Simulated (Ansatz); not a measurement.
Basis-set series for AsH5OSi (`O[SiH2][AsH2]`). Charge 0, multiplicity 1. The geometry is a stationary point of PBE0-D4/def2-TZVP. It is one conformer, not always the lowest.

| functional | basis | functions | energy (Eh) | HOMO (eV) | LUMO (eV) |
| --- | --- | --- | --- | --- | --- |
| PBE0-D4 | def2-TZVPP | 191 | -2603.21447 | -7.44 | -0.10 |
| PBE0-D4 | def2-QZVPP | 366 | -2603.27751 | -7.47 | -0.30 |
| ωB97M-V | def2-TZVPP | 191 | -2603.50480 | -9.50 | 1.55 |
| ωB97M-V | def2-QZVPP | 366 | -2603.56579 | -9.53 | 1.12 |

**Question.** Give the rows for def2-SVP. (Best estimate.)

**Answer.** Ansatz gave: 
```csv
functional,basis,functions,energy (Eh),HOMO (eV),LUMO (eV)
PBE0-D4,def2-SVP,89,-2602.73209,-7.40,0.31
ωB97M-V,def2-SVP,89,-2603.01981,-9.44,2.21
```

Positive LUMOs are unbound and depend on the basis. Scalar relativity is left out up to krypton.
